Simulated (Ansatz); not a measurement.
A nudged elastic band was laid between two geometries of CH6FNO2Si (12 atoms, charge 0, multiplicity 1).

Method: Ansatz 0.2.0, RKS PBE-D4/6-31G.

```json
{"movable images": "7", "climbing image": "yes", "spring": "5.0 eV/Å²", "optimiser": "quadratic models (default)", "start path": "through a guess of the saddle point", "force threshold": "0.05 eV/Å", "iteration limit": "17", "end points": "relaxed"}
```

Initial state:

```xyz
12
Properties=species:S:1:pos:R:3
O -1.800 -1.390 -0.292
C -0.661 -0.748 0.281
O 0.569 -1.422 0.035
F -0.938 -0.885 1.705
N -0.483 0.574 -0.137
Si 1.145 1.363 -0.161
H -1.707 -1.323 -1.275
H 0.579 -2.256 0.566
H -1.330 1.138 -0.155
H 0.814 2.829 -0.347
H 1.991 0.895 -1.321
H 1.899 1.168 1.134
```

Final state:

```xyz
12
Properties=species:S:1:pos:R:3
O -1.770 -1.145 -0.688
C -0.654 -0.684 0.038
O 0.571 -1.388 -0.159
F -0.993 -1.014 1.487
N -0.439 0.653 -0.214
Si 1.203 1.400 -0.097
H -2.111 -1.972 -0.265
H 0.650 -2.076 0.548
H -1.268 1.200 -0.433
H 0.912 2.884 -0.164
H 2.114 1.021 -1.240
H 1.863 1.065 1.220
```

**Question.** Which bonds break or form, and what moves?

**Answer.** No bond is made or broken. The dihedral H7–O1–C2–F4 goes from 179 to -36°.

**Question.** What energy profile does the band end with?

**Answer.** It did not converge within its limit. The highest image is number 4 of 0 to 8, 6.2 kJ/mol above the first end and 11.3 kJ/mol above the last; the last end lies 5.0 kJ/mol below the first. The band didn't meet its force threshold, so its energies are provisional: the largest band force was still 0.47 eV/Å, and over the last iterations the top stayed at 0.06 eV. Limits of this set-up: no polarisation functions.

```
image  path coordinate (Å)  energy (kJ/mol)  dihedral H7–O1–C2–F4 (°)
    0                 0.00              0.0                       179
    1                 0.33              0.8                      -171
    2                 0.66              3.7                      -149
    3                 0.99              5.9                      -122
    4                 1.23              6.2                      -103
    5                 1.47              3.0                       -85
    6                 1.71             -0.9                       -67
    7                 1.94             -4.3                       -49
    8                 2.18             -5.0                       -36
```

The run took 20 min on 1 CPU thread of a shared host.
